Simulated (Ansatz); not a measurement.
Stepwise reaction of `C[Si](O)(O)Cl` with ammonia, as a gas-phase model of exchange steps in deposition or etching. ΔE in kJ/mol; ΔG adds harmonic PBE0-D4 terms to CCSD(T)/CBS, at 1 bar.

Computed with Ansatz on PBE0-D4/def2-TZVP structures; ΔE is electronic, products minus reactants. CCSD(T)/CBS is the MP2 limit (def2-TZVPP, def2-QZVPP) plus CCSD(T) − MP2 in def2-TZVPP, frozen cores. This one scheme is used for every species. Functionals use def2-TZVPP. B3LYP here is the variant with VWN-RPA as its local correlation; programs differ in this. Each species was taken in one conformer, which may not be the lowest.

```tsv
step	reaction	PBE-D4	B3LYP-D4	ωB97M-V	CCSD(T)/CBS	ΔG(500 K)
2	`C[Si](N)(O)Cl` + NH₃ → `C[Si](N)(N)Cl` + H₂O	43.8	46.3	46.0	42.9	41.1
```

(1) Give the row of step 1, `C[Si](O)(O)Cl` + NH₃ → `C[Si](N)(O)Cl` + H₂O. (Estimate.)

(2) By hand: ΔE of the 2 steps together at CCSD(T)/CBS.

Answers

(1) Computed: 
```json
{"step": "1", "reaction": "`C[Si](O)(O)Cl` + NH₃ → `C[Si](N)(O)Cl` + H₂O", "PBE-D4": "44.6", "B3LYP-D4": "47.7", "ωB97M-V": "47.7", "CCSD(T)/CBS": "45.1", "ΔG(500 K)": "43.5"}
```

(2) (45.1) + (42.9) = 88.0 kJ/mol, or 44.0 kJ/mol a step.

In ΔE the steps differ by no more than 2.2 kJ/mol. All are uphill at CCSD(T)/CBS. ΔG lies between 41.1 and 43.5 kJ/mol a step. PBE-D4 differs from CCSD(T)/CBS by -0.5 to 0.9 kJ/mol a step. Only this route is followed, and other bonds may react first. Isolated molecules leave out the surface, adducts and barriers. Largest T1 diagnostic: 0.010.
